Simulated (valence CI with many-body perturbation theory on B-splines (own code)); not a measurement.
E1 line list for Pm²⁸⁺

Calculated by configuration interaction combined with many-body perturbation theory (CI+MBPT): five valence electrons over a frozen Dirac-Fock core [Ar] 3d10, a basis of 11 s, 11 p, 10 d, 8 f, 5 g, 2 h functions for each j, with the one-electron correlation potential Σ1, the two-electron term Σ2, the three-electron term Σ3, Breit, model QED; selected CI, second order for the rest, scaled by the run's own slope (own B-spline code, finite nucleus).

No measured spectrum was set against this ion. As an estimate, large intervals hold to a few tenths of a per cent, small ones and those within an open d or f shell to about a per cent. Among the levels kept, up to 2100 cm⁻¹ of a level comes from second order outside the variational space, and about a tenth of that is noise between levels of different J, which matters for small intervals.

Lines 151 to 200 of 560 in falling wavelength, among levels below 309.78 eV, chosen from the strongest by gf and those to the six lowest levels. Wavelengths and rates use the calculated energies. Electric multipoles are in the length gauge, E1 and E2 with the static RPA response of the core. Weak lines are less certain than strong ones. Lines between different terms over intervals too small for the method are left out, as are lines whose strength nearly cancels. Where a level lies close to another of its J and parity, the split of strength between their lines is uncertain. The highest levels of a list are the least certain.

Levels are named by their leading jj configuration (3d3/2^4 stands for four electrons in 3d with j = 3/2), which in mixed levels can hold well under half, so a name can repeat and another be missing. Letters in brackets count levels of one name in rising energy.

| λ vac (nm) | Upper | Lower | A (s⁻¹) | log gf | Branch % |
| --- | --- | --- | --- | --- | --- |
| 10.68 | (4s 4p1/2 4p3/2^3) J=3/2 [b] | (4s^2 4p1/2 4p3/2^2) J=3/2 | 1.87e+10 | -0.89 | 8.0 |
| 10.66 | (4s 4p1/2 4p3/2^2 4d5/2) J=5/2 [f] | (4s^2 4p1/2 4p3/2 4d3/2) J=7/2 | 3.21e+10 | -0.48 | 8.1 |
| 10.65 | (4s^2 4p1/2 4d3/2 4d5/2) J=9/2 | (4s^2 4p1/2 4p3/2 4d5/2) J=9/2 | 7.46e+10 | 0.10 | 59.1 |
| 10.63 | (4s^2 4p3/2^2 4f5/2) J=9/2 | (4s^2 4p3/2^2 4d3/2) J=7/2 | 2.99e+10 | -0.29 | 7.4 |
| 10.62 | (4s^2 4p3/2 4d5/2^2) J=7/2 | (4s^2 4p3/2^2 4d3/2) J=7/2 | 1.63e+10 | -0.66 | 4.2 |
| 10.61 | (4s^2 4p1/2 4p3/2 4d5/2) J=5/2 [a] | (4s^2 4p1/2 4p3/2^2) J=5/2 | 8.78e+09 | -1.05 | 2.8 |
| 10.60 | (4s^2 4p3/2 4d3/2 4d5/2) J=5/2 [b] | (4s^2 4p3/2^2 4d3/2) J=7/2 | 4.77e+10 | -0.32 | 9.3 |
| 10.55 | (4s 4p3/2^3 4d5/2) J=3/2 [a] | (4s 4p3/2^4) J=1/2 | 3.04e+10 | -0.69 | 9.4 |
| 10.54 | (4s^2 4p1/2 4p3/2 4d5/2) J=3/2 [b] | (4s^2 4p1/2 4p3/2^2) J=1/2 | 2.32e+09 | -1.81 | 0.5 |
| 10.52 | (4s^2 4p1/2 4d3/2 4d5/2) J=7/2 [a] | (4s^2 4p1/2 4p3/2 4d5/2) J=7/2 [a] | 1.57e+10 | -0.68 | 9.2 |
| 10.52 | (4s^2 4p1/2 4p3/2 4d5/2) J=3/2 [a] | (4s^2 4p1/2 4p3/2^2) J=5/2 | 1.46e+10 | -1.01 | 3.4 |
| 10.48 | (4s 4p1/2 4p3/2^2 4d3/2) J=3/2 [b] | (4s^2 4p1/2^2 4d3/2) J=3/2 | 6.59e+10 | -0.36 | 32.4 |
| 10.47 | (4s 4p1/2 4p3/2^2 4d5/2) J=3/2 [e] | (4s 4p1/2 4p3/2^3) J=3/2 [b] | 3.63e+10 | -0.62 | 8.9 |
| 10.46 | (4s^2 4p3/2 4d3/2^2) J=5/2 | (4s^2 4p3/2^2 4d3/2) J=5/2 | 1.82e+10 | -0.75 | 1.9 |
| 10.44 | (4s 4p1/2^2 4p3/2 4d5/2) J=5/2 [a] | (4s 4p1/2^2 4p3/2^2) J=5/2 | 5.59e+10 | -0.26 | 76.5 |
| 10.44 | (4s^2 4p1/2 4p3/2 4f5/2) J=5/2 [b] | (4s^2 4p1/2 4p3/2 4d5/2) J=5/2 [b] | 1.79e+10 | -0.75 | 4.9 |
| 10.43 | (4s 4p1/2 4p3/2^2 4d5/2) J=5/2 [d] | (4s^2 4p1/2 4p3/2 4d3/2) J=3/2 | 1.83e+10 | -0.75 | 10.3 |
| 10.42 | (4s 4p1/2^2 4p3/2 4d5/2) J=1/2 | (4s 4p1/2^2 4p3/2^2) J=1/2 | 6.67e+10 | -0.66 | 75.3 |
| 10.41 | (4s^2 4p1/2 4d3/2 4d5/2) J=7/2 [b] | (4s^2 4p1/2 4p3/2 4d3/2) J=5/2 [b] | 1.93e+10 | -0.60 | 3.9 |
| 10.39 | (4s^2 4p1/2 4d5/2^2) J=5/2 | (4s^2 4p1/2 4p3/2 4d5/2) J=7/2 [b] | 1.03e+11 | 0.00 | 26.5 |
| 10.30 | (4s 4p3/2^3 4d5/2) J=9/2 | (4s^2 4p1/2 4p3/2 4d5/2) J=7/2 [b] | 1.27e+10 | -0.69 | 5.4 |
| 10.30 | (4s^2 4p1/2^2 4d5/2) J=5/2 | (4s^2 4p1/2^2 4p3/2) J=3/2 | 9.03e+10 | -0.06 | 98.7 |
| 10.29 | (4s^2 4p3/2 4d3/2 4d5/2) J=5/2 [c] | (4s^2 4p3/2^2 4d3/2) J=3/2 [b] | 1.78e+10 | -0.77 | 4.9 |
| 10.29 | (4s^2 4p3/2 4d3/2^2) J=7/2 | (4s^2 4p3/2^2 4d5/2) J=9/2 | 4.18e+10 | -0.28 | 4.4 |
| 10.28 | (4s^2 4p3/2 4d3/2 4d5/2) J=7/2 [b] | (4s^2 4p3/2^2 4d3/2) J=7/2 | 6.55e+10 | -0.08 | 15.6 |
| 10.26 | (4s^2 4p1/2 4p3/2 4d5/2) J=5/2 [a] | (4s^2 4p1/2 4p3/2^2) J=3/2 | 5.25e+10 | -0.30 | 16.7 |
| 10.26 | (4s 4p3/2^3 4d3/2) J=5/2 [a] | (4s^2 4p1/2 4p3/2 4d5/2) J=5/2 [b] | 2.05e+10 | -0.71 | 4.6 |
| 10.25 | (4s 4p1/2 4p3/2^2 4d5/2) J=1/2 [a] | (4s 4p1/2 4p3/2^3) J=3/2 [a] | 9.29e+10 | -0.53 | 62.6 |
| 10.24 | (4s^2 4p1/2 4d3/2 4d5/2) J=7/2 [a] | (4s^2 4p1/2 4p3/2 4d3/2) J=7/2 | 1.43e+10 | -0.74 | 8.4 |
| 10.24 | (4s^2 4p1/2 4d3/2 4d5/2) J=5/2 [b] | (4s^2 4p1/2 4p3/2 4d5/2) J=3/2 [a] | 1.78e+10 | -0.77 | 3.1 |
| 10.23 | (4s^2 4p1/2 4p3/2 4f5/2) J=5/2 [a] | (4s^2 4p1/2 4p3/2 4d5/2) J=7/2 [b] | 1.87e+10 | -0.75 | 4.0 |
| 10.23 | (4s^2 4p3/2 4d3/2 4d5/2) J=5/2 [b] | (4s^2 4p3/2^2 4d3/2) J=3/2 [a] | 3.86e+10 | -0.44 | 7.6 |
| 10.23 | (4s^2 4p1/2 4p3/2 4f7/2) J=7/2 [a] | (4s^2 4p1/2 4p3/2 4d5/2) J=7/2 [b] | 1.84e+10 | -0.64 | 8.1 |
| 10.21 | (4s 4p1/2 4p3/2^2 4d5/2) J=5/2 [g] | (4s^2 4p1/2 4p3/2 4d3/2) J=5/2 [a] | 4.51e+10 | -0.37 | 32.1 |
| 10.21 | (4s^2 4p1/2 4p3/2 4d3/2) J=5/2 [b] | (4s^2 4p1/2 4p3/2^2) J=5/2 | 1.09e+11 | 0.01 | 26.3 |
| 10.20 | (4s^2 4p3/2 4d3/2 4d5/2) J=1/2 | (4s^2 4p3/2^2 4d3/2) J=3/2 [a] | 9.85e+10 | -0.51 | 13.6 |
| 10.20 | (4s^2 4p1/2 4d5/2^2) J=3/2 | (4s^2 4p1/2 4p3/2 4d5/2) J=3/2 [b] | 4.38e+10 | -0.56 | 8.3 |
| 10.20 | (4s^2 4p1/2 4d5/2^2) J=9/2 | (4s^2 4p1/2 4p3/2 4d5/2) J=9/2 | 3.14e+10 | -0.31 | 40.5 |
| 10.19 | (4s^2 4p3/2^2 4d3/2) J=3/2 [b] | (4s^2 4p3/2^3) J=3/2 | 2.84e+10 | -0.75 | 5.7 |
| 10.19 | (4s 4p1/2 4p3/2^2 4d5/2) J=5/2 [h] | (4s 4p1/2 4p3/2^3) J=3/2 [b] | 6.04e+10 | -0.25 | 15.8 |
| 10.17 | (4s^2 4p1/2 4p3/2 4d5/2) J=3/2 [a] | (4s^2 4p1/2 4p3/2^2) J=3/2 | 6.16e+10 | -0.42 | 14.2 |
| 10.17 | (4s^2 4p1/2 4d5/2^2) J=5/2 | (4s^2 4p1/2 4p3/2 4d3/2) J=5/2 [b] | 5.69e+10 | -0.28 | 14.6 |
| 10.17 | (4s 4p1/2^2 4p3/2 4d5/2) J=3/2 | (4s 4p1/2^2 4p3/2^2) J=1/2 | 6.69e+10 | -0.38 | 38.6 |
| 10.16 | (4s 4p1/2 4p3/2^2 4d5/2) J=3/2 [b] | (4s 4p1/2 4p3/2^3) J=5/2 | 1.32e+11 | -0.09 | 36.3 |
| 10.16 | (4s^2 4p1/2 4d3/2 4d5/2) J=5/2 [b] | (4s^2 4p1/2 4p3/2 4d5/2) J=5/2 [a] | 2.24e+10 | -0.68 | 3.9 |
| 10.16 | (4s^2 4p1/2 4d5/2^2) J=7/2 | (4s^2 4p1/2 4p3/2 4d5/2) J=9/2 | 3.06e+10 | -0.42 | 17.8 |
| 10.15 | (4s^2 4p3/2^2 4f5/2) J=9/2 | (4s^2 4p3/2^2 4d5/2) J=9/2 | 5.85e+10 | -0.04 | 14.6 |
| 10.14 | (4s^2 4p3/2 4d5/2^2) J=7/2 | (4s^2 4p3/2^2 4d5/2) J=9/2 | 1.60e+11 | 0.30 | 41.0 |
| 10.14 | (4s^2 4p1/2 4p3/2 4f5/2) J=5/2 [a] | (4s^2 4p1/2 4p3/2 4d5/2) J=3/2 [b] | 2.46e+10 | -0.64 | 5.3 |
| 10.13 | (4s 4p3/2^3 4d3/2) J=1/2 [a] | (4s^2 4p1/2 4p3/2 4d5/2) J=3/2 [b] | 6.15e+10 | -0.72 | 10.2 |

Question: How does gf follow from A for the line at 10.15 nm?

Answer: gf = 1.4992 × (2J+1)_upper × A / σ², with σ = 984793 cm⁻¹ and 2J+1 = 10: gf = 0.905.
